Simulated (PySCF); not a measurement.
Energy of Sm²⁺ (samarium, charge +2) between two integer charges

The 4f alpha orbital of [Xe] 4f6 is emptied in steps (occupation f), with all orbitals relaxed, ending at [Xe] 4f5. Calculation: PySCF 2.14, in def2-TZVP with the def2 core potential (28 electrons); scalar relativity through the core potential. The exact energy is a straight line in f; departures are measured from the line between the end points of the same method.

```csv
f,BHandHLYP (eV),wB97X (eV),MN15 (eV)
1,0.000,0.000,0.000
0.75,-0.347,-0.505,-0.973
0.5,-0.478,-0.680,-1.324
0.25,-0.368,-0.515,-1.014
0,0.000,0.000,0.000
```

```
   method  E(f=0) − E(f=1) (eV)  −ε at f=1 (eV)  −ε at f=0.5 (eV)
BHandHLYP                23.538          21.748            23.482
    wB97X                24.083          21.426            24.059
     MN15                25.606          20.526            25.494
```

Orbital energy along the path (eV):

```tsv
f	BHandHLYP	wB97X	MN15
1	-21.748	-21.426	-20.526
0.75	-22.566	-22.712	-22.931
0.5	-23.482	-24.059	-25.494
0.25	-24.481	-25.439	-28.225
0	-25.552	-26.852	-31.133
```

Reference removal energy between the ground levels: 23.55 ± 0.08 eV (semi-empirical (NIST evaluation); NIST Atomic Spectra Database, ionization energies). The calculation has no spin-orbit coupling. The determinant left behind need not be the lowest term of the ion.
